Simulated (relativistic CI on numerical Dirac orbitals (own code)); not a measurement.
Radial parameters of Tb45+

Computed by Dirac-Coulomb-Breit CI, separate exchange-only KLI orbitals for each configuration, model QED (radiative potential, 1s self-energy scaled to tabulated hydrogen-like ionisation energies), unscaled Slater integrals (own radial code, finite nucleus).

Slater integrals F^k, G^k are unscaled and averaged over j, outside the closed core [Ne]; ζ comes from projecting the Hamiltonian with its Breit term on Σ l·s of the shell.

- 3s2 3p6 3d2: F^2(3d,3d) = 525360, F^4(3d,3d) = 339720, ζ(3d) = 131640 cm⁻¹; <r>(3d) = 0.195, <r^2>(3d) = 0.044 (bohr units).
- 3s2 3p5 3d3: ζ(3p) = 967740, F^2(3d,3d) = 524520, F^4(3d,3d) = 339160, F^2(3p,3d) = 451130, G^1(3p,3d) = 476120, G^3(3p,3d) = 319380, ζ(3d) = 130420 cm⁻¹; <r>(3p) = 0.2195, <r^2>(3p) = 0.05575, <r>(3d) = 0.1953, <r^2>(3d) = 0.04413 (bohr units).
- 3s 3p6 3d3: F^2(3d,3d) = 524170, F^4(3d,3d) = 338930, G^2(3s,3d) = 361590, ζ(3d) = 131040 cm⁻¹; <r>(3s) = 0.2243, <r^2>(3s) = 0.05743, <r>(3d) = 0.1954, <r^2>(3d) = 0.04419 (bohr units).

Task: Give the Racah parameters of the d shell in 3s2 3p6 3d2.

Result: B = F²/49 − 5F⁴/441 = 6870 cm⁻¹ and C = 35F⁴/441 = 26962 cm⁻¹.

Averages of the first 10 configurations, taken without configuration mixing, which lowers the lowest level and can move excited configurations by several eV; other configurations of the list can lie among them:

```
 Configuration  Parity  States  Average energy above the lowest level (eV)
   3s2 3p6 3d2    even      45                                        54.6
   3s2 3p5 3d3     odd     720                                       380.6
    3s 3p6 3d3    even     240                                       683.4
 3s2 3p6 3d 4s    even      20                                      1520.0
 3s2 3p6 3d 4p     odd      60                                      1634.1
 3s2 3p6 3d 4d    even     100                                      1765.5
3s2 3p5 3d2 4s     odd     540                                      1836.7
 3s2 3p6 3d 4f     odd     140                                      1867.0
3s2 3p5 3d2 4p    even    1620                                      1951.1
3s2 3p5 3d2 4d     odd    2700                                      2081.9
```
